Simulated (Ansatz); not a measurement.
Consider the redistribution: `CB[SiH2]S` + `O[SiH]([SiH3])[GaH2]` → `S[SiH2][GaH2]` + `CB[SiH](O)[SiH3]`.

Gas-phase electronic energies from Ansatz, PBE0-D4/def2-TZVP geometries. CBS: MP2 limit from def2 TZ/QZ plus the TZ coupled-cluster correction, frozen cores. Functionals use def2-TZVPP. B3LYP here is the variant with VWN-RPA as its local correlation; programs differ in this. For Ga outer-core shells are correlated without core-valence functions, which leaves a few kJ/mol of doubt a bond. Scalar relativity is left out up to krypton. One conformer a species, not always the lowest.

```
             level  ΔE (kJ/mol)  difference from CCSD(T)/CBS
            PBE-D4         -4.6                         -4.7
         r2SCAN-D4         -3.8                         -3.9
           PBE0-D4         -2.2                         -2.3
          B3LYP-D4         -1.4                         -1.5
           ωB97X-V          0.6                          0.5
           ωB97M-V         -0.7                         -0.8
            B2PLYP         -1.1                         -1.2
               PBE         -4.5                         -4.6
            r2SCAN         -3.7                         -3.8
              PBE0         -2.1                         -2.2
             B3LYP         -1.4                         -1.5
     HF/def2-TZVPP          3.2                          3.1
    MP2/def2-TZVPP         -0.8                         -0.9
SCS-MP2/def2-TZVPP         -0.1                         -0.2
   CCSD/def2-TZVPP          0.1                          0.0
CCSD(T)/def2-TZVPP         -1.0                         -1.1
     HF/def2-QZVPP          3.2                          3.1
    MP2/def2-QZVPP         -0.2                         -0.3
SCS-MP2/def2-QZVPP          0.5                          0.4
      HF/CBS(def2)          3.2                          3.1
     MP2/CBS(def2)          0.3                          0.2
    CCSD/CBS(def2)          1.2                          1.1
       CCSD(T)/CBS          0.1                            0
```

Largest T1 diagnostic among the species: 0.014.

In def2-TZVPP, CCSD(T) changes the Hartree–Fock value by −4.2 kJ/mol (the triples alone add −1.1 kJ/mol) and MP2 by −4.0 kJ/mol.
